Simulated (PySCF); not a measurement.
C3H9GeNO (SMILES C[O][Ge][N](C)C), singlet, at a GFN2-xTB geometry, atoms displaced at random by about 0.03 Å a coordinate. Base run: B3LYP/STO-3G, gradient (PySCF).

Here is a job for PySCF.
```python
from pyscf import gto, scf, dft

mol = gto.M(
    atom='''
Ge    0.441784   -0.728645    0.240798
O     1.562952    0.410990   -0.580239
C     1.844028    1.620591   -1.191955
H     1.588872    2.468235   -0.532376
H     2.826145    1.669682   -1.471680
H     1.224449    1.642855   -2.098967
N    -1.171343   -0.015454    0.334326
C    -1.649900    1.283318   -0.166653
C    -2.266760   -0.686171    0.851939
H    -2.426235    1.229975   -0.927688
H    -2.027025    1.915994    0.610647
H    -0.828822    1.846811   -0.680647
H    -2.616714   -0.138859    1.778206
H    -3.107495   -0.879463    0.195901
H    -1.855342   -1.649723    1.277924
''',
    basis='sto-3g',
    charge=0,
    spin=0,
    verbose=4,
)

mf = dft.RKS(mol)
mf.xc = 'b3lyp'
mf.kernel()
g = mf.nuc_grad_method()
grad = g.kernel()
```

The coordinate followed is y of atom 6.

Variants of this job, named by their change:

```json
[
 {"change": "base", "dE/dx (Eh/bohr)": "-0.020147", "net force (Eh/bohr)": "0.000146"},
 {"change": "grids.level = 5; grid_response = on", "dE/dx (Eh/bohr)": "-0.020148", "net force (Eh/bohr)": "0.000000"},
 {"change": "density fitting = on", "dE/dx (Eh/bohr)": "-0.020148", "net force (Eh/bohr)": "0.000146"},
 {"change": "grids.level = 0; grid_response = on", "dE/dx (Eh/bohr)": "-0.020707", "net force (Eh/bohr)": "0.000000"},
 {"change": "finite difference step (bohr) = 0.01; conv_tol = 1e-11", "dE/dx (Eh/bohr)": "-0.020143", "net force (Eh/bohr)": "-"},
 {"change": "finite difference step (bohr) = 1e-3; conv_tol = 1e-11", "dE/dx (Eh/bohr)": "-0.020143", "net force (Eh/bohr)": "-"},
 {"change": "grids.level = 5; grid_response = off", "dE/dx (Eh/bohr)": "-0.020148", "net force (Eh/bohr)": "0.000015"},
 {"change": "conv_tol = 1e-4", "dE/dx (Eh/bohr)": "-0.020144", "net force (Eh/bohr)": "0.000146"},
 {"change": "finite difference step (bohr) = 0.2; conv_tol = 1e-11", "dE/dx (Eh/bohr)": "-0.020083", "net force (Eh/bohr)": "-"},
 {"change": "grids.level = 0; grid_response = off", "dE/dx (Eh/bohr)": "-0.020262", "net force (Eh/bohr)": "0.001242"},
 {"change": "density fitting = on; auxbasis_response = off", "dE/dx (Eh/bohr)": "-0.020153", "net force (Eh/bohr)": "0.004194"},
 {"change": "conv_tol = 1e-11", "dE/dx (Eh/bohr)": "-0.020147", "net force (Eh/bohr)": "0.000146"}
]
```

The net force is zero for an exact gradient.
